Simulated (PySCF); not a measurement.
B3LYP has the VWN-RPA correlation part, as in Gaussian. Delta-SCF ions had no search for a lower state. Excitations are Tamm–Dancoff values on a coarser integration grid. The basis has no diffuse functions, so Rydberg states are missing or too high.

## [Al(CH3)3(NCH)] (charge 0, multiplicity 1)

Computed with B3LYP-D3(BJ)/def2-TZVP // PBE0-D3(BJ)/def2-SVP run with PySCF.

* **HOMO**: -6.55 eV
* **dipole moment**: 6.11 D
* **HOMO–LUMO gap**: 4.94 eV
* **LUMO**: -1.61 eV
* **S1 excitation (TDA)**: 4.09 eV
* **S1 oscillator strength**: 0.000
* **brightest of the four lowest singlets (TDA)**: 4.40 eV
* **vertical ionisation energy (Delta-SCF)**: 8.65 eV
* **charge on the central atom (Mulliken)**: 0.49 e
* **charge on the central atom (meta-Löwdin)**: 0.77 e
* **total energy**: -455.7710 Ha
* **cost**: around 5 core-minutes (rough)

```xyz
16

Al    -0.0554     0.0460     0.2554
C     -1.9991     0.3838     0.0908
H     -2.2307     1.2534    -0.5479
H     -2.4347     0.6000     1.0826
H     -2.5525    -0.4821    -0.3111
C      1.1340     1.6030     0.5377
H      0.8733     2.4639    -0.1016
H      2.1978     1.3674     0.3626
H      1.0601     1.9556     1.5819
C      0.5222    -1.7026     0.9817
H      1.5915    -1.9088     0.8039
H     -0.0538    -2.5494     0.5707
H      0.3770    -1.7281     2.0764
C      0.5992    -0.4953    -2.8753
N      0.3681    -0.3039    -1.7668
H      0.8167    -0.6755    -3.9187
```
